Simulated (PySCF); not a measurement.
An unknown is described by computed data only.

Elements present: C, F, H and O. Monoisotopic mass: 154.0242 u.

* Valence photoelectron: vertical ionisation energy: 9.21 eV [ΔSCF CAM-B3LYP/def2-SVPD]
* UV, strongest line: among the 10 lowest singlet transitions: S5 at 8.05 eV (154 nm, f = 0.061) [TDDFT CAM-B3LYP/def2-SVPD]
* Polarisability: 65.8 au [CAM-B3LYP/def2-SVPD]
* Couplings: largest of the computed one-bond spin–spin couplings (means over like bonds): 19F–13C -330.3 (×3), 13C–1H +226.3, 13C–1H +211.0, 13C–1H +177.9, 13C–1H +164.4, 17O–1H -80.3 Hz [B3LYP/pcJ-1, spin–dipole term left out for some pairs]
* 1H NMR: chemical shifts (computed TMS as zero) by class: 3.36 (1 H), 2.10 (1 H), 1.88 (1 H), 1.77 (1 H), 0.72 (1 H) ppm [GIAO KT2/pcSseg-1]
* 13C NMR: chemical shifts (computed TMS as zero) by class: 128.5 (1 C), 68.7 (1 C), 57.7 (1 C), 19.6 (1 C), 10.8 (1 C) ppm [GIAO KT2/pcSseg-1]
* Dipole: 1.46 D [CAM-B3LYP/def2-SVPD]
* Rotational structure: rotational constants A, B, C: 2.888, 0.900, 0.816 GHz [PBE0-D3(BJ)/def2-SVP]

Electronic properties: PySCF, gas phase, density fitting. Levels stand in brackets. One conformer (not necessarily the lowest) at the PBE0-D3(BJ)/def2-SVP geometry, without solvent, vibrations or thermal averaging. NMR values are class means; diastereotopic atoms form classes of their own.

Question: Which formula fits the mass and the elements?

Answer: C5H5F3O2 (calculated 154.0242). No other formula that holds each of these elements comes within 0.0003 u with a fitting electron parity and a possible valence count.

Question: Propose a structure and show how it fits.

Answer: Numbering: `[OH:1][C@@:2]12[CH2:3][C@@H:4]1[C@H:5]2[O:6][C:7]([F:8])([F:9])[F:10]`. Its formula, C5H5F3O2, gives 2 degrees of unsaturation: 2 rings and 0 π bonds in the structure found. 5 carbons fall into 5 classes; from least to most shielded: CF3 carbon [C7] (128.5 ppm), ring sp3 carbon bound to oxygen [C5] (68.7 ppm), carbinol carbon (C–OH) [C2] (57.7 ppm), three-membered-ring carbon [C3] (19.6 ppm), sp3 carbon at a ring junction [C4] (10.8 ppm). Hydrogen classes from least to most shielded: 1 H on an sp3 carbon bound to oxygen, C5 (3.36 ppm), 1 H on an sp3 carbon at a ring junction, C4 (2.10 ppm), 1 H on a three-membered-ring carbon, C3 (1.88 ppm), 1 H on an alcohol oxygen, O1 (1.77 ppm), 1 H on a three-membered-ring carbon, C3 (0.72 ppm). The couplings run between: -330.3 Hz, fluorine of a CF3 group [F8] and CF3 carbon [C7] (with 2 like pairs); +226.3 Hz, sp3 carbon at a ring junction [C4] and its hydrogen; +211.0 Hz, sp3 carbon bound to oxygen [C5] and its hydrogen; +177.9 Hz, three-membered-ring carbon [C3] and its hydrogen; +164.4 Hz, three-membered-ring carbon [C3] and its hydrogen; -80.3 Hz, alcohol oxygen [O1] and its hydrogen. The first electron is taken from the HOMO, whose largest Löwdin shares are 0.27 on the sp3 carbon at a ring junction, 0.24 on the alcohol oxygen, 0.19 on the carbinol carbon (C–OH) and 0.08 on the sp3 carbon bound to oxygen. The optimised geometry has point group C1 and is an asymmetric top. Structure: `O[C@@]12C[C@@H]1[C@H]2OC(F)(F)F`. Computed isomers that give other values at the same levels: `FC(F)(F)OC1=COCC1` (vertical ionisation energy: 8.47 eV); `C=CC(=O)OCC(F)(F)F` (vertical ionisation energy: 10.93 eV). The assignments are read from this structure; whether some other isomer fits the data as well wasn't checked. The mirror image fits equally.

The values belong to the conformer `[OH:1][C@@:2]12[CH2:3][C@@H:4]1[C@H:5]2[O:6][C:7]([F:8])([F:9])[F:10]`: C4–C5–O6–C7 158°, C5–O6–C7–F8 172°, H–O1–C2–C3 -176°.
